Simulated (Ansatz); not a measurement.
## Pulling the pair apart

The pair of Cl⁻ (SMILES [Cl-], atom 1) and CH₃Cl (SMILES CCl, atoms 2–6), both closed shells, in one local arrangement (a lower one may exist), relaxed at PBE0-D4/def2-TZVPD:

```
atom    x (Å)    y (Å)    z (Å)
 Cl1   0.0987   0.7700  -2.6302
  C2  -0.0142  -0.1104   0.3770
 Cl3  -0.0795  -0.6197   2.1167
  H4   0.9092   0.4314   0.2099
  H5  -0.8666   0.5261   0.1710
  H6  -0.0478  -0.9974  -0.2444
```

CH₃Cl is shifted rigidly along the line between the mean atom positions of the two fragments (negative: closer). Counterpoise interaction energies in kJ/mol. Ansatz 0.2.0; basis: def2-TZVPPD; cores frozen in the correlated methods.

```
shift (Å)  PBE0-D4    MP2  r2SCAN-D4
    -0.31    -40.8  -35.1      -42.1
    -0.16    -45.8  -41.1      -47.1
     0.00    -47.1  -43.1      -48.3
     0.16    -46.2  -42.9      -47.2
     0.38    -43.3  -40.5      -44.0
     0.78    -36.4  -34.1      -36.5
     1.57    -25.2  -23.7      -24.9
     3.14    -14.0  -13.1      -13.6
```

**Question.** What does CCSD(T) give at these shifts? (Judge from chemistry; the value comes from the calculation.)

**Answer.** Computed: -33.0, -39.6, -42.1, -42.1, -39.9, -33.8, -23.4, -12.9 kJ/mol. For zero shift, CCSD(T) at an estimated basis limit (MP2 extrapolated from triple and quadruple zeta, plus CCSD(T) − MP2 in triple zeta) gives -45.6 kJ/mol. These are counterpoise interaction energies, counted from the two frozen fragments.

T1 diagnostic: at most 0.009.

For scale, one of the runs: CCSD(T)/def2-TZVPPD, 190 basis functions, launched by `ansatz run in.yaml --threads 2 --pin off --events-out ev --progress --plain --max-ram 5222MiB`. The run took 18 s on 2 CPU threads of an Arm Neoverse V2 (shared host), with 1.3 GiB of host memory at its peak.
